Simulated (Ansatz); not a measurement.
Geometry optimisation of `CC[Se]BF`.

```yaml
crystal:
  periodic: [false, false, false]
  atoms:
    - {symbol: C, position_ang: [0.461691, -0.656414, 1.250064]}
    - {symbol: C, position_ang: [0.491931, 0.698016, 0.556283]}
    - {symbol: Se, position_ang: [0.846145, 0.565756, -1.395853]}
    - {symbol: B, position_ang: [-0.909142, 0.037006, -1.999399]}
    - {symbol: F, position_ang: [-1.927476, -0.097777, -1.139670]}
    - {symbol: H, position_ang: [0.307523, -0.520878, 2.341628]}
    - {symbol: H, position_ang: [1.410255, -1.211815, 1.108109]}
    - {symbol: H, position_ang: [-0.366178, -1.285473, 0.868048]}
    - {symbol: H, position_ang: [1.304654, 1.345045, 0.941631]}
    - {symbol: H, position_ang: [-0.462334, 1.246031, 0.673418]}
    - {symbol: H, position_ang: [-1.091769, -0.176397, -3.183859]}
basis:
  gaussian: {orbitals: def2-TZVP}
hamiltonian: {xc: pbe0, dispersion: d4}
relax: {f_tol: 0.005, max_steps: 150}
```

```sh
$ ansatz run in.yaml --threads 4 --pin off --events-out ev --progress --plain --max-ram 10444MiB
```

Shortened log:

```
Functional definition: PBE0
mean field -70905.02227039 eV, -2605.7115072865 hartree, gradient 5.5e-5 eV, S^2 0.000000; 0 other end points of the search recorded, 0 dependent functions left out
relax step   1: F+E_penalty+E_count = -70905.21579881 eV  Δ(F+E_penalty+E_count) = +0.000e0 eV  max|allowed force component| = 5.114e-1 eV/Å  Δτ_max = 0.0000 Å  (29 SCF iters, accepted)
mean field -70905.05915769 eV, -2605.7128628698 hartree, gradient 9.8e-6 eV, S^2 0.000000; 0 other end points of the search recorded, 0 dependent functions left out
relax step   2: F+E_penalty+E_count = -70905.25329070 eV  Δ(F+E_penalty+E_count) = -3.749e-2 eV  max|allowed force component| = 1.769e-1 eV/Å  Δτ_max = 0.0234 Å  (32 SCF iters, accepted)
mean field -70905.02205927 eV, -2605.7114995280 hartree, gradient 2.3e-5 eV, S^2 0.000000; 0 other end points of the search recorded, 0 dependent functions left out
relax step   3: F+E_penalty+E_count = -70905.21677201 eV  Δ(F+E_penalty+E_count) = +3.652e-2 eV  max|allowed force component| = 8.289e-1 eV/Å  Δτ_max = 0.1384 Å  (30 SCF iters, rejected (line search))
mean field -70905.06098850 eV, -2605.7129301508 hartree, gradient 9.6e-6 eV, S^2 0.000000; 0 other end points of the search recorded, 0 dependent functions left out
relax step   4: F+E_penalty+E_count = -70905.25530640 eV  Δ(F+E_penalty+E_count) = -2.016e-3 eV  max|allowed force component| = 1.281e-1 eV/Å  Δτ_max = 0.0128 Å  (33 SCF iters, accepted)
mean field -70905.05912160 eV, -2605.7128615434 hartree, gradient 9.6e-6 eV, S^2 0.000000; 0 other end points of the search recorded, 0 dependent functions left out
relax step   5: F+E_penalty+E_count = -70905.25421210 eV  Δ(F+E_penalty+E_count) = +1.094e-3 eV  max|allowed force component| = 1.123e-1 eV/Å  Δτ_max = 0.0504 Å  (33 SCF iters, rejected (line search))
mean field -70905.06358905 eV, -2605.7130257194 hartree, gradient 9.6e-6 eV, S^2 0.000000; 0 other end points of the search recorded, 0 dependent functions left out
relax step   6: F+E_penalty+E_count = -70905.25753420 eV  Δ(F+E_penalty+E_count) = -2.228e-3 eV  max|allowed force component| = 6.475e-2 eV/Å  Δτ_max = 0.0252 Å  (32 SCF iters, accepted)
mean field -70905.06375714 eV, -2605.7130318965 hartree, gradient 9.6e-6 eV, S^2 0.000000; 0 other end points of the search recorded, 0 dependent functions left out
relax step   7: F+E_penalty+E_count = -70905.25771211 eV  Δ(F+E_penalty+E_count) = -1.779e-4 eV  max|allowed force component| = 1.262e-2 eV/Å  Δτ_max = 0.0088 Å  (34 SCF iters, accepted)
mean field -70905.06377102 eV, -2605.7130324064 hartree, gradient 9.6e-6 eV, S^2 0.000000; 0 other end points of the search recorded, 0 dependent functions left out
relax step   8: F+E_penalty+E_count = -70905.25774834 eV  Δ(F+E_penalty+E_count) = -3.623e-5 eV  max|allowed force component| = 1.093e-2 eV/Å  Δτ_max = 0.0131 Å  (34 SCF iters, accepted)
mean field -70905.06395910 eV, -2605.7130393183 hartree, gradient 9.6e-6 eV, S^2 0.000000; 0 other end points of the search recorded, 0 dependent functions left out
relax step   9: F+E_penalty+E_count = -70905.25779520 eV  Δ(F+E_penalty+E_count) = -4.685e-5 eV  max|allowed force component| = 4.192e-3 eV/Å  Δτ_max = 0.0087 Å  (34 SCF iters, accepted)
mean field -70905.06395910 eV, -2605.7130393183 hartree, gradient 9.6e-6 eV, S^2 0.000000; 1 other end points of the search recorded, 0 dependent functions left out
Total energy: -70905.25782698 eV, -2605.7201638315 hartree
Atom 0 at     0.472468    -0.654705     1.260134 Å, force    -0.000067    -0.001007    -0.001421 eV/Å
Atom 1 at     0.482077     0.679602     0.548525 Å, force    -0.001525     0.001590    -0.000569 eV/Å
Atom 2 at     0.839575     0.520531    -1.377274 Å, force    -0.004192    -0.001141    -0.000622 eV/Å
Atom 3 at    -0.912968     0.049236    -2.000861 Å, force     0.001501     0.000859    -0.001627 eV/Å
Atom 4 at    -1.936984    -0.055252    -1.163958 Å, force     0.001088     0.000613     0.001846 eV/Å
Atom 5 at     0.317596    -0.506736     2.333207 Å, force    -0.000297     0.000485     0.001567 eV/Å
Atom 6 at     1.416596    -1.185470     1.124506 Å, force     0.001684    -0.000300     0.001368 eV/Å
Atom 7 at    -0.330892    -1.292823     0.888909 Å, force    -0.000307    -0.000164    -0.000280 eV/Å
Atom 8 at     1.271410     1.332519     0.922238 Å, force     0.001081    -0.000878    -0.001203 eV/Å
Atom 9 at    -0.467482     1.203037     0.651773 Å, force    -0.000617    -0.000398     0.000740 eV/Å
Atom 10 at    -1.086097    -0.146839    -3.166798 Å, force     0.001652     0.000341     0.000201 eV/Å
Dipole moment:     0.095381     0.026717     0.283096 e Å
```

Hardware: 4 threads of an Arm Neoverse V2 on a shared host. Wall time 40 s, peak host memory 0.59 GiB.
